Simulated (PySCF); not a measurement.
C5H12Si, SMILES C1C[Si@H](C)[C@H]1C.

The structure is a stationary point at PBE0-D3(BJ)/def2-SVP. The structure was generated by enumeration; whether it is a known compound was not checked.

These are TDA-B3LYP/def2-SVPD run with PySCF 2.14.0 values and carry that method's errors.

Vertical excitations. Isolated molecule, no solvent.

| state | energy (eV) | λ (nm) | f | main pairs |
|---|---|---|---|---|
| S1 | 6.73 | 184 | 0.005 | HOMO→LUMO+1 51 %, HOMO→LUMO 45 % |
| S2 | 6.86 | 181 | 0.006 | HOMO→LUMO 54 %, HOMO→LUMO+1 42 % |
| S3 | 6.96 | 178 | 0.034 | HOMO→LUMO+2 93 % |
| S4 | 7.22 | 172 | 0.016 | HOMO−1→LUMO 82 %, HOMO−1→LUMO+1 14 % |
| S5 | 7.28 | 170 | 0.038 | HOMO−1→LUMO+1 71 %, HOMO−1→LUMO 12 % |
| S6 | 7.36 | 169 | 0.018 | HOMO−1→LUMO+2 77 %, HOMO→LUMO+3 17 % |
| T1 | 6.41 | 193 | 0 | HOMO→LUMO+1 66 %, HOMO→LUMO 21 % |
| T2 | 6.72 | 184 | 0 | HOMO→LUMO+2 34 %, HOMO→LUMO 31 %, HOMO→LUMO+1 20 %, HOMO−1→LUMO+1 8 % |
Triplets are in the Tamm–Dancoff approximation.
